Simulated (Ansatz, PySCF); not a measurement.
Gas-phase reaction R1 + R2 → P1 + P2, each structure at its B3LYP-D3(BJ)/def2-TZVP stationary point, reached from a drawn start (curvature not checked).
R1, C2H6Zn (SMILES [CH3][Zn][CH3]) (charge 0, multiplicity 1):
```tsv
atom	x (Å)	y (Å)	z (Å)
C	1.9543	-0.0866	0.0378
Zn	0.0002	0.0024	-0.0042
C	-1.9543	0.0873	-0.0390
H	2.3387	-0.6600	-0.8086
H	2.3933	0.9126	-0.0056
H	2.3016	-0.5670	0.9551
H	-2.3788	-0.3658	0.8595
H	-2.3542	-0.4446	-0.9051
H	-2.3008	1.1218	-0.0900
```
P1, CH4 (SMILES C) (charge 0, multiplicity 1):
```xyz
5

C      0.000     0.000     0.000
H     -0.711    -0.284    -0.774
H      0.116     1.083     0.007
H     -0.367    -0.332     0.970
H      0.963    -0.467    -0.203
```
R2, NH3 (SMILES N) (charge 0, multiplicity 1, Z-matrix in Å and degrees):
```
N
H 1 1.0136
H 1 1.0136 2 107.33
H 1 1.0136 2 107.33 3 -115.09
```
P2: CH5NZn (SMILES [CH3][Zn][NH2]), charge 0, multiplicity 1.

P less R. No zero-point or thermal terms; no spin–orbit coupling.

Cores are frozen in the correlated methods. CBS(a, b) extrapolates the correlation energy as X⁻³ and adds the Hartree–Fock energy of set b.

Programs: Ansatz (an electronic-structure program); PySCF for the D3/D4 terms. No computed number here is a measurement.

PBE/def2-TZVPP gives -36.5 kJ/mol for the reaction energy.

Problem. Where do these levels fall relative to PBE: PBE-D3(BJ)/def2-TZVPP, r2SCAN/def2-TZVPP, B3LYP/def2-TZVPP, wB97M-V/def2-TZVPP, B2PLYP/def2-TZVPP, MP2/def2-QZVPP, CCSD(T)/CBS(def2-TZVPP, def2-QZVPP).

Solution. PBE-D3(BJ)/def2-TZVPP 0.5; r2SCAN/def2-TZVPP -4.2; B3LYP/def2-TZVPP -4.4; wB97M-V/def2-TZVPP -0.6; B2PLYP/def2-TZVPP -5.6; MP2/def2-QZVPP -5.4; CCSD(T)/CBS(def2-TZVPP, def2-QZVPP) -4.1 kJ/mol. 1 of 7 lie above PBE; the widest gap is to B2PLYP/def2-TZVPP.
